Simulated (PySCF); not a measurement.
## Calculated data, AlB₂FH₃, AlB₂H₅, AlB₂FH₄, AlB₂H₆N

Calculation on a computer-drawn molecule: the log of a Hartree-Fock and frozen-core CCSD(T) single point meant for a local Hartree-Fock minimum, with one planted fault or none, to be diagnosed. Offsets are logged minus clean, where the clean run is the same molecule without the fault. The reference is restricted for singlets and unrestricted otherwise, and also for a bond in bohr or an excited solution. Adding or removing an electron swaps singlet and doublet. The excited solution moves the top pair (singlet) or top alpha electron (doublet) to the lowest empty orbital. Highest occupied and lowest empty are orbital energies over both spins, largest force is the largest gradient component, triples share is (T) over the correlation energy, the T1 limit is 0.02 restricted and 0.045 unrestricted, electrons count all cores, a negative frequency is imaginary (commonest isotopes), and the dipole is about the centre of nuclear charge. Program: PySCF 2.14.0.

Common to all runs: meant multiplicity 1; meant basis cc-pV(D+d)Z; logged SCF converged yes; possible faults no fault, one electron removed, one electron added, multiplicity raised by two, geometry at a saddle point, SCF held on an excited solution, minimal basis STO-3G, one bond length entered in bohr, all coordinates scaled.

(1) AlB₂FH₃

Logged structure:
```xyz
7
AlB2FH3
B      1.1321    -2.0523    -1.4598
B      0.4002    -2.6878    -0.0872
Al    -1.0629    -1.4614     0.9901
F     -2.1387    -0.5543     1.7785
H      0.6207    -2.2069    -2.5295
H      2.1441    -1.4241    -1.3549
H      0.5289    -3.7434     0.4503
```

| Item | Value |
| --- | --- |
| meant charge | 1 |
| logged electrons | 34 |
| logged basis functions | 80 |
| logged spin squared | 0 |
| logged highest occupied | -12.203 eV |
| logged lowest empty | -10.136 eV |
| logged largest force | 0.087523 hartree/bohr |
| logged CC converged | no |
| logged dipole magnitude | 3.857 debye |
| logged SCF stable within its kind | no |
| logged energy HF | -391.8668 hartree |
| planted fault | SCF held on an excited solution |
| HF energy offset from clean run | 223.5 kcal/mol |

Drawn bonds:
```
atom  other atom  order
   1           2      1
   2           3      1
   3           4      1
   1           5      1
   1           6      1
   2           7      1
```

Notes: CCSD not converged.

(2) AlB₂FH₃

Structure as in entry 1.

| Quantity | Value |
| --- | --- |
| meant charge | 1 |
| logged electrons | 33 |
| logged basis functions | 80 |
| logged spin squared | 0.7698 |
| logged highest occupied | -24.713 eV |
| logged lowest empty | -14.458 eV |
| logged largest force | 0.070115 hartree/bohr |
| logged T1 diagnostic | 0.022709 |
| logged D1 diagnostic | 0.061173 |
| logged triples share | 0.024078 |
| logged CC converged | yes |
| logged dipole magnitude | 9.3834 debye |
| logged SCF stable within its kind | yes |
| logged energy HF | -391.64776 hartree |
| logged energy CCSD(T) | -392.0554 hartree |
| planted fault | one electron removed |
| HF energy offset from clean run | 360.9 kcal/mol |
| CCSD(T) energy offset from clean run | 375.4 kcal/mol |

Drawn bonds:
```
atom  other atom  order
   1           2      1
   2           3      1
   3           4      1
   1           5      1
   1           6      1
   2           7      1
```

(3) AlB₂H₅

Logged structure:
```xyz
8
AlB2H5
B     -0.9548     0.4209    -1.3656
B     -1.6966    -0.1949    -0.0133
Al    -1.0611     0.1410     2.0146
H     -0.0597    -0.1679    -1.9166
H     -1.2580     1.4964    -1.8162
H     -2.6750    -0.8916    -0.1503
H     -1.6267     1.3642     2.8515
H     -0.0366    -0.8445     2.7187
```

| Item | Value |
| --- | --- |
| meant charge | 0 |
| logged electrons | 27 |
| logged basis functions | 76 |
| logged spin squared | 0.7743 |
| logged highest occupied | -16.725 eV |
| logged lowest empty | -7.5254 eV |
| logged largest force | 0.058648 hartree/bohr |
| logged T1 diagnostic | 0.022417 |
| logged D1 diagnostic | 0.074638 |
| logged triples share | 0.024444 |
| logged CC converged | yes |
| logged dipole magnitude | 1.2799 debye |
| logged SCF stable within its kind | yes |
| logged energy HF | -293.80541 hartree |
| logged energy CCSD(T) | -294.06607 hartree |
| planted fault | one electron removed |
| HF energy offset from clean run | 200 kcal/mol |
| CCSD(T) energy offset from clean run | 216.3 kcal/mol |

Drawn bonds:
```
atom  other atom  order
   1           2      1
   2           3      1
   1           4      1
   1           5      1
   2           6      1
   3           7      1
   3           8      1
```

(4) AlB₂FH₄

Logged structure:
```xyz
8
AlB2FH4
B      0.2550     1.7933     0.8932
B      0.4096     0.1848     1.2815
Al     1.3728    -1.2828     0.0514
F      3.0055    -1.5054     0.2627
H     -0.6848     2.1982     0.2582
H      1.8441     3.3128     1.4761
H     -0.0523    -0.2154     2.3226
H      0.6936    -2.2006    -1.0350
```

| Quantity | Value |
| --- | --- |
| meant charge | 0 |
| logged electrons | 36 |
| logged basis functions | 85 |
| logged spin squared | 0.7027 |
| logged highest occupied | -9.7796 eV |
| logged lowest empty | 0.73666 eV |
| logged largest force | 0.015174 hartree/bohr |
| logged T1 diagnostic | 0.056878 |
| logged D1 diagnostic | 0.25258 |
| logged triples share | 0.027677 |
| logged CC converged | yes |
| logged dipole magnitude | 2.388 debye |
| logged SCF stable within its kind | yes |
| logged energy HF | -392.96045 hartree |
| logged energy CCSD(T) | -393.42224 hartree |
| planted fault | ? |

Drawn bonds:
```
atom  other atom  order
   1           2      1
   2           3      1
   3           4      1
   1           5      1
   1           6      1
   2           7      1
   3           8      1
```

Notes: T1 above single-reference limit.

(5) AlB₂H₆N

Logged structure:
```xyz
10
AlB2H6N
B     -0.9808     1.2809    -1.3767
B     -0.9922     1.8255     0.0617
Al    -2.2326     1.1664     1.4863
N     -1.8674    -0.1664     2.3688
H     -1.6442     1.7008    -2.1715
H     -0.3402     0.4116    -1.6646
H     -0.2845     2.6439     0.3504
H     -3.4971     1.8425     1.8112
H     -1.1109    -0.6982     2.2724
H     -2.3921    -0.5026     3.0595
```

| Property | Result |
| --- | --- |
| meant charge | 0 |
| logged electrons | 36 |
| logged basis functions | 95 |
| logged spin squared | 0 |
| logged highest occupied | -9.9191 eV |
| logged lowest empty | 1.89 eV |
| logged largest force | 0.073862 hartree/bohr |
| logged T1 diagnostic | 0.015101 |
| logged D1 diagnostic | 0.04046 |
| logged triples share | 0.024036 |
| logged CC converged | yes |
| logged dipole magnitude | 1.4807 debye |
| logged SCF stable within its kind | yes |
| logged energy HF | -349.16019 hartree |
| logged energy CCSD(T) | -349.61902 hartree |
| planted fault | ? |

Drawn bonds:
```
atom  other atom  order
   1           2      1
   2           3      1
   3           4      1
   1           5      1
   1           6      1
   2           7      1
   3           8      1
   4           9      1
   4          10      1
```

## Withheld values
1. Give the missing planted fault for AlB₂FH₄ (entry 4).
2. Which fault was planted in the run of AlB₂H₆N (entry 5)?

Calculated values
1. one bond length entered in bohr, row 5 of the drawn bonds
2. all coordinates scaled, by -7.3 %

Further results for AlB₂FH₄ (entry 4):

| Item | Value |
| --- | --- |
| HF energy offset from clean run | 71.7 kcal/mol |
| CCSD(T) energy offset from clean run | 72.09 kcal/mol |

Further results for AlB₂H₆N (entry 5):

| Property | Result |
| --- | --- |
| HF energy offset from clean run | 31.61 kcal/mol |
| CCSD(T) energy offset from clean run | 35.34 kcal/mol |
